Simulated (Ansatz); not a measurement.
Ideal-gas functions of ClH₃OSn, SMILES `[OH][SnH2][Cl]` at 298.15 K and 1 bar, from an Ansatz frequency run at PBE0-D4/def2-TZVP.

Molar mass 173.19 g/mol, point group C1 (symmetry number 1), electronic degeneracy 1, moments of inertia 54.575, 179.881, 224.986 u Å². Harmonic wavenumbers (cm⁻¹, unscaled): 122, 186, 371, 430, 508, 624, 651, 677, 862, 1966, 2006, 3893.

Use S(trans) = R[1.5 ln M + 2.5 ln T − 1.1517]; rotational temperatures θ = 24.2544 K / I; S(rot) = R[ln(√π/σ · √(T³/θAθBθC)) + 1.5]; for each mode x = 1.438777 ν̃/T, S = R[x/(eˣ − 1) − ln(1 − e⁻ˣ)] and H = RT x/(eˣ − 1); 1 cm⁻¹ = 0.0119627 kJ/mol; R = 8.31446 J/(mol·K).

Task: By hand: the entropy, in J/(mol·K).

Result: Translation 173.1. Rotation: θ = 0.4444, 0.1348, 0.1078 K, giving 109.3. Vibration, mode by mode: 12.84, 9.49, 4.50, 3.59, 2.67, 1.72, 1.55, 1.40, 0.68, 0.01, 0.01, 0.00, in all 38.4. Electronic 0.0. Sum 320.8 J/(mol·K).

Task: By hand: H − E and G − E in kJ/mol, counted from the electronic energy.

Result: Zero-point energy ½ × 12296 × 0.0119627 = 73.5; thermal vibration 6.8; translation, rotation and pV give 4 RT = 9.9. H − E = 90.2 kJ/mol, and G − E = 90.2 − 298.15 × 320.8/1000 = -5.4 kJ/mol.

Vibration gives 12 % of the entropy, 12.8 J/(mol·K) of it from the mode under 150 cm⁻¹: soft modes count most, and the harmonic formula is weakest for them. The sum counts one conformer and one mirror image; others add a mixing term.
